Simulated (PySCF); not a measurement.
A calculated (BP86, PySCF 2.14, cc-pVDZ-DK, scalar relativity by spin-free X2C-1e) atom or ion has these occupied shells.

```csv
shell,electrons,orbital energy (eV),"rms radius, mean of both spins (bohr)"
1s α,1,-212.04,0.380
1s β,1,-211.46,0.380
2s α,1,-32.648,1.78
```

Problem. Name the element and its charge.

Solution. B²⁺ (boron, charge +2), in [He] 2s1, 2S determinant.
